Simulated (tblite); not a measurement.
Computed values, GFN2-xTB/tblite, gas phase, harmonic and unscaled. Errors from tens to a few hundred cm⁻¹ against measured bands are possible. Modes of hydrogen on silicon can be 10 to 20 % off. One conformer each. Thermal functions are those of the rigid rotor and harmonic oscillator, without mixing of conformers.

Question: Order these by their ideal-gas entropy at 200 K and 1 bar, highest first (cal/(mol K)).
A. `C#CC(=O)C[SiH2]O`
B. `C=C(C)[Si@H]1C=C[SiH2]C(Cl)=C1`
C. `O=C[C@@]1([SiH3])[C@@H](C1)CCC`
D. `C=CC1=C[SiH2]C/C([SiH2]1)=C\Cl`

Answer: B (98.5), D (94.0), C (90.2), A (80.6).

```tsv
SMILES	atoms	mass (u)	symmetry number	modes under 300 cm⁻¹	ZPE (kcal/mol)	S translation (cal/(mol K))	S rotation	S vibration	S	Cp
C=C(C)[Si@H]1C=C[SiH2]C(Cl)=C1	21	186.01	1	10	93.0	39.6	30.0	28.8	98.5	37.4
C=CC1=C[SiH2]C/C(=C\Cl)[SiH2]1	21	186.01	1	9	92.1	39.6	30.2	24.2	94.0	35.9
CCC[C@@H]1C[C@@]1([SiH3])C=O	23	142.08	1	9	117.6	38.8	28.6	22.8	90.2	32.7
C#CC(=O)C[SiH2]O	13	114.01	1	6	53.3	38.2	27.0	15.4	80.6	25.2
```

Entropies and Cp are for 200 K and 1 bar.
